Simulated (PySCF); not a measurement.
MSH₂ across group 14

Level: PBE0, basis family def2-TZVP, scalar-relativistic core potentials from Rb on and no relativity for lighter atoms.

Each entry is the lowest minimum that a search over a few typed start shapes (and spin states, where more than one is plausible) found, or that minimum re-optimised at the stated level; isomers with ligand–ligand bonds, or fragments after loss of a ligand pair, can lie lower. Open shells are unrestricted; no spin–orbit coupling; PySCF with density fitting.

| molecule | 2S+1 | point group | mean bond to the central atom (Å) | atomisation (kJ/mol) | highest ω (cm⁻¹) | distinct angles (°) | dipole (D) |
| --- | --- | --- | --- | --- | --- | --- | --- |
| H₂CS | ? | ? | ? | ? | ? | ? | ? |
| H₂GeS | 1 | C2v | 1.700 | 964 | 2133 | 111/124 | 3.00 |
| H₂SnS | 1 | C2v | 1.874 | 837 | 1917 | 110/125 | 3.57 |
| H₂PbS | 1 | C2v | 1.935 | 715 | 1797 | 109/126 | 3.67 |

(1) Fill in the row of H₂CS.

Results:

(1) 2S+1: 1; point group: C2v; mean bond to the central atom (Å): 1.260; atomisation (kJ/mol): 1355; highest ω (cm⁻¹): 3163; distinct angles (°): 116/122; dipole (D): 1.74.

Spin–orbit coupling can matter for H₂PbS.

Left out of the table are members whose search was unfinished or whose lowest solution was spin-contaminated, unstable, very soft or bonded differently.
